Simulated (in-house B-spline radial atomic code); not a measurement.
Configurations of the germanium ion Ge⁶⁺, with energies counted from [Ar] 3d8. Computed with a B-spline radial code for spherical atoms: scalar-relativistic (X2C) BHandHLYP, spin-polarised, spherical fractional occupations, exact exchange averaged over the configuration, Fermi nucleus of rms radius 4.0742 fm. Shells without spins written out take the highest spin.

Occupations are held fixed; configurations that lie above the ionisation limit could autoionise.

```tsv
configuration	E - E(ref) (eV)	highest orbital	its <r> (bohr)
[Ar] 3d7 4s1	48.076	4s up	1.526
[Ar] 3d7 4d1	84.082	4d up	1.966
[Ar] 3d7 4f1	101.84	4f up	2.388
[Ne] 3s2 3p5 3d8 4d1	175.38	4d up	1.966
```

Question: Order these further configurations by energy, lowest first.
A. [Ne] 3s2 3p5 3d8 4s1
B. [Ne] 3s2 3p5 3d8 4p1
C. [Ar] 3d7 4p1
D. [Ne] 3s2 3p5 3d8 4f1
E. [Ne] 3s2 3p5 3d9

Answer: C (62.528 eV), E (92.038 eV), A (139.3 eV), B (153.76 eV), D (193.12 eV).
